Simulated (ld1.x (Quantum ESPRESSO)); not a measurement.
## PBE PAW dataset for osmium, scalar-relativistic all-electron reference.

Os, PAW, made with ld1.x (Quantum ESPRESSO) 7.5 (PBE, scalar-relativistic). Core [Xe] 4f14, reference 5d6 6s0 6p0 (charge +2). Waves: 6s (bound, empty): rcut 1.80, rcutus 2.20 bohr; 6s channel at 1.1 Ry: rcut 1.80, rcutus 2.20 bohr; 6p (bound, empty): rcut 2.00, rcutus 2.75 bohr; 6p channel at 1.3 Ry: rcut 2.00, rcutus 2.75 bohr; 5d (bound): rcut 1.25, rcutus 1.40 bohr; 5d channel at -0.35 Ry: rcut 1.25, rcutus 1.40 bohr. Local part: all-electron potential smoothed inside 2.25 bohr (lloc = -2). Core correction: Bessel-smoothed model core inside 0.80 bohr. Augmentation charge: PSQ, inside the norm-conserving radii.

Poles of the logarithmic derivatives, all-electron (AE) and pseudo (PS). s: poles at -0.4 (AE) and -0.4 (PS) Ry. p: poles at 0.9 (AE) and 0.9, 4.5 (PS) Ry. d: poles at -1.5, 3.2 (AE) and -1.5, 3.2 (PS) Ry. Test radius 3.01 bohr.

- Cutoffs needed: 50 Ry and 90 Ry (the cutoffs (Ry, on a coarse ladder) from which the occupation-weighted sum of valence levels, in a spherical-Bessel basis at the reference potential, stays within 10 and 1 mRy of its value at 400 Ry)
- Ghost test: no extra level below or beside the all-electron valence levels (s, p, d, f tested) (spherical-Bessel basis up to 400 Ry, 20 bohr box)
- Largest excitation error: -502 meV (all-electron minus pseudo) for 5d4 6s0 6p0, out of 7 test configurations
- Lowest eigenvalue of the overlap operator: 0.57 (p channel)
- Density cutoff estimated by the generator: 265 Ry
